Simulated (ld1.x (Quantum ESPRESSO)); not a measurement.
Which change was made? (Si, RRKJ)

ld1.x (Quantum ESPRESSO) 7.5 input, shortened:

```
&input
   title='Si', zed=14., rel=1, dft='PBE', iswitch=3,
   config='[Ne] 3s1.5 3p2.5'
 /
 &inputp
   pseudotype=2, tm=.false., rho0=0.02, lloc=-1, rcloc=1.70,
   nlcc=.true., new_core_ps=.true., rcore=0.75
 /
2
3S  1  0   1.50   0.00  1.70  1.70  0.0
3P  2  1   2.50   0.00  1.50  1.50  0.0
 &test
   configts(1)='3s1.5 3p2.5'
 /
```

Cutoffs, loose and tight: the cutoffs (Ry, on a coarse ladder) from which the occupation-weighted sum of valence levels, in a spherical-Bessel basis at the reference potential, stays within 10 and 1 mRy of its value at 400 Ry. They do not see the model core or the augmentation charge, which bear on the density cutoff. Test errors are all-electron minus pseudo excitation energies from the reference, over the configurations 3s2 3p2; 3s2 3p1; 3s2 3p0; 3s2 3p2.3; 3s1 3p3; 3s1 3p0; 3s2 3p1.5; variants that change the core or the reference have their own tests.

The base gives: outcome: generated; cutoff, loose: 40 Ry; cutoff, tight: 55 Ry; bound ghosts: none; largest test error (meV): +56.

(1) After one change the result is: outcome: generated; cutoff, loose: 35 Ry; cutoff, tight: 50 Ry; bound ghosts: none; largest test error (meV): +37. Which change was it?
A. all radii but the core radius scaled by about 1.22 (s 2.08, p 1.82 bohr); local potential all-electron potential smoothed inside 2.08 bohr (lloc = -1)
B. local potential the s channel
C. wave 3p (bound): rc 1.50 bohr becomes 3p (bound): rc 2.14 bohr

Results:

(1) B. The others give: wave 3p (bound): rc 1.50 bohr becomes 3p (bound): rc 2.14 bohr → outcome: generated; cutoff, loose: 35 Ry; cutoff, tight: 50 Ry; bound ghosts: none; largest test error (meV): +99 | all radii but the core radius scaled by about 1.22 (s 2.08, p 1.82 bohr); local potential all-electron potential smoothed inside 2.08 bohr (lloc = -1) → outcome: generated; cutoff, loose: 25 Ry; cutoff, tight: 40 Ry; bound ghosts: none; largest test error (meV): +74.
